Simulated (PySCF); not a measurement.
Does the answer move with the share of exact exchange?

C2H7BF2O.
Z-matrix (Å and degrees, PBE0-D3(BJ)/def2-SVP geometry), rows numbered from 1:
```
B 
O   1  1.7196
C   2  1.4299  1  112.84
C   2  1.3925  1  119.48  3   139.60
F   4  1.3313  2  110.25  1   -59.45
F   4  1.3172  2  108.31  1    60.24
H   1  1.2107  2  102.91  3  -167.55
H   1  1.2170  2  100.24  3    72.36
H   1  1.2189  2  102.25  3   -46.96
H   3  1.0997  2  109.21  1  -163.87
H   3  1.0989  2  110.07  1    73.70
H   3  1.0944  2  105.78  1   -45.10
H   4  1.1044  2  108.89  1  -179.47
```

PySCF, pcSseg-1 basis, density fitting, gas phase, PBE0-D3(BJ)/def2-SVP geometry. One functional is left out:

```csv
functional,exact exchange (%),HOMO energy (eV),LUMO energy (eV),dipole moment (D)
B97-D,0,-6.75,0.07,5.335
BLYP,0,-6.66,-0.08,5.318
BP86,0,-6.84,-0.03,5.345
LDA,0,-6.79,-0.33,5.392
OPBE,0,-6.66,0.17,5.286
PBE,0,-6.73,-0.07,5.310
B97-2,21,-7.91,0.81,5.435
PBE0,25,-8.16,0.79,5.456
mPW1PW91,25,-8.20,0.78,5.462
BHandHLYP,50,-9.55,1.43,5.580
```

Q: Predict the row of B3LYP (20 % exact exchange) by straight lines through the other rows, and check it.

A: 
| property | line | computed | computed − line | B97-2 (21 %), for comparison |
| --- | --- | --- | --- | --- |
| HOMO energy (eV) | -7.87 | -7.96 | -0.09 | -7.91 |
| LUMO energy (eV) | 0.60 | 0.43 | -0.17 | 0.81 |
| dipole moment (D) | 5.431 | 5.442 | +0.011 | 5.435 |

Q: Which of these properties follows the share of exact exchange most closely, and which least?

A: Most closely the HOMO energy, least the dipole moment; the correlations over the tabulated rows are HOMO energy -0.998, LUMO energy 0.966, dipole moment 0.955. The HOMO energy moves by -0.565 eV for every 10 %. Functionals with the same share still differ in their other parts: at 0 % BLYP and BP86 differ by 0.18 eV in it.
